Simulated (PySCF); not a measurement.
GeH₇NSi. Atoms are numbered in the order given.

```xyz
10

Si     0.6000    -1.1813     0.0000
N     -0.7051    -2.3297     0.0000
Ge    -0.0915     1.1110     0.0000
H      1.4278    -1.4218     1.2214
H      1.4278    -1.4218    -1.2214
H     -1.2837    -2.3994     0.8307
H     -1.2837    -2.3994    -0.8307
H     -0.9584     1.4175     1.2407
H      1.0926     2.1007     0.0000
H     -0.9584     1.4175    -1.2407
```

Coordinates come from a PBE0-D3(BJ)/def2-SVP optimisation. The structure was generated by enumeration, and PubChem lists no compound with its InChIKey, so it may never have been made. The values are those of a single conformer.

These are PBE0-D3(BJ)/def2-SVP run with PySCF values and carry that method's errors.

Frequencies are harmonic and unscaled.

```csv
mode,ν (cm⁻¹),IR (km/mol),moving atoms (share of kinetic energy)
1,97,0.1,H 89 %
2,135,6.2,"N 44 %, H 28 %, Si 16 %, Ge 12 %"
3,149,25.5,H 98 %
4,333,18.8,H 97 %
5,340,5.1,"Si 52 %, Ge 27 %, H 17 %"
6,431,147.5,H 89 %
7,473,128.7,"H 65 %, N 17 %, Si 13 %"
8,530,0.7,"H 83 %, Si 13 %"
9,717,4.1,H 97 %
10,781,384.6,H 91 %
11,836,9.0,"H 45 %, N 42 %, Si 13 %"
12,864,44.2,"H 74 %, Si 17 %"
13,886,16.6,H 99 %
14,893,70.0,H 94 %
15,912,109.5,"H 90 %, Si 8 %"
16,917,44.0,"H 81 %, N 14 %"
17,1549,37.2,"H 90 %, N 10 %"
18,2127,86.6,H 99 %
19,2133,118.3,H 98 %
20,2137,132.7,H 98 %
21,2219,106.7,H 98 %
22,2229,131.9,H 96 %
23,3601,34.8,H 96 %
24,3698,32.7,"H 91 %, N 9 %"
```
